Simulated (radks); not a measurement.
Problem. These are the eigenvalues of the occupied orbitals of an atom or ion with whole-number occupations (Ry). Method: Dirac Kohn-Sham, PBEsol, spin-unpolarised, spherical densities, point nucleus; computed with a radial shooting solver on a logarithmic mesh with Libxc functionals.

orbital  eigenvalue
1s1/2     -2868.099
2s1/2     -476.0706
2p1/2     -450.4049
2p3/2     -420.0445
3s1/2     -119.4878
3p1/2     -108.6844
3p3/2     -102.7254
3d3/2     -83.84823
3d5/2     -82.56756
4s1/2     -40.58358
4p1/2     -36.49198
4p3/2     -35.08667
4d3/2     -28.27989
4d5/2     -28.01225

Which element is it, and in what charge state? The configuration may be excited. Open shells, if any, fill j = l - 1/2 first.

Solution. Z = 57, lanthanum, charge +15: La15+ in [Kr] 4d6. The list shows which subshells hold electrons but not how many an open one holds; the 1s level, -1434 hartree, gives Z - s = 53.6 by -(Z - s)^2/2, which with screening and relativity narrows Z to a few neighbours, and the depths of the outer levels then fix element, charge and occupations together.
